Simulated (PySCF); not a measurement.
C5H5Cl. Atoms are numbered in the order given.

```xyz
11

Cl    -0.0017    -2.0148     0.0000
C     -0.0665    -0.2897     0.0000
C     -1.1802     0.4978     0.0000
C     -0.7428     1.8976     0.0000
C      0.6192     1.9611     0.0000
C      1.1734     0.5625     0.0000
H     -2.2197     0.1465     0.0000
H     -1.4303     2.7553     0.0000
H      1.2384     2.8675     0.0000
H      1.8112     0.3527     0.8881
H      1.8112     0.3527    -0.8881
```

Geometry: PBE-D3(BJ)/def2-SVP. Other conformers were not sampled.

These are PBE-D3(BJ)/def2-SVP run with PySCF 2.14.0 values and carry that method's errors.

Frequencies are harmonic and unscaled.

Computed normal modes with their intensities:
```csv
mode,ν (cm⁻¹),IR (km/mol),moving atoms (share of kinetic energy)
1,210,0.2,"C 67 %, H 20 %, Cl 13 %"
2,288,0.9,"C 61 %, Cl 24 %, H 15 %"
3,348,15.5,"H 58 %, C 42 %"
4,460,10.4,"Cl 58 %, C 37 %"
5,498,0.7,"C 62 %, H 38 %"
6,658,35.9,"H 80 %, C 20 %"
7,786,7.6,"C 89 %, H 10 %"
8,839,1.7,"H 53 %, C 46 %"
9,843,14.5,"C 81 %, H 16 %"
10,865,18.7,"H 57 %, C 43 %"
11,924,0.3,"H 76 %, C 24 %"
12,943,14.6,"H 61 %, C 39 %"
13,983,1.3,"H 66 %, C 34 %"
14,1062,0.0,"H 89 %, C 11 %"
15,1068,2.8,"H 75 %, C 24 %"
16,1084,10.4,"C 72 %, H 26 %"
17,1188,3.8,"H 67 %, C 32 %"
18,1262,26.0,"C 73 %, H 27 %"
19,1318,29.0,"H 86 %, C 14 %"
20,1341,4.9,"C 58 %, H 42 %"
21,1520,39.8,C 95 %
22,1603,19.8,"C 91 %, H 9 %"
23,2975,1.0,H 94 %
24,3016,0.4,"H 91 %, C 9 %"
25,3142,6.4,"H 92 %, C 8 %"
26,3167,5.0,"H 91 %, C 9 %"
27,3173,1.0,"H 91 %, C 9 %"
```
